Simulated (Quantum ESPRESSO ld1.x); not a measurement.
Task: Coherent X-ray form factor from a spherical all-electron density. Method: scalar-relativistic Kohn-Sham, LDA (Slater exchange, Hedin-Lundqvist correlation), spin-unpolarised, spherical densities, point nucleus; computed with ld1.x of Quantum ESPRESSO 7.5.

sin(theta)/lambda (1/angstrom),f0 (electrons)
0.05,79.065
0.1,76.512
0.15,72.921
0.2,68.888
0.25,64.824
0.3,60.945
0.4,54.028
0.5,48.245
0.6,43.408
0.8,35.696
1,29.630
1.25,23.752
1.5,19.616
2,15.060

The species is in the configuration that NIST lists as its ground one. Which atom or ion scatters so?

Result: The thallium ion Tl+, [Hg]. Extrapolating in s^2 from the first two rows gives f0(0) = 79.9, near the electron count 80; among species with that count, the fall with angle is slower the higher Z, and the table is that of Z = 81; from so few rows the species is fixed only to a neighbour or two.
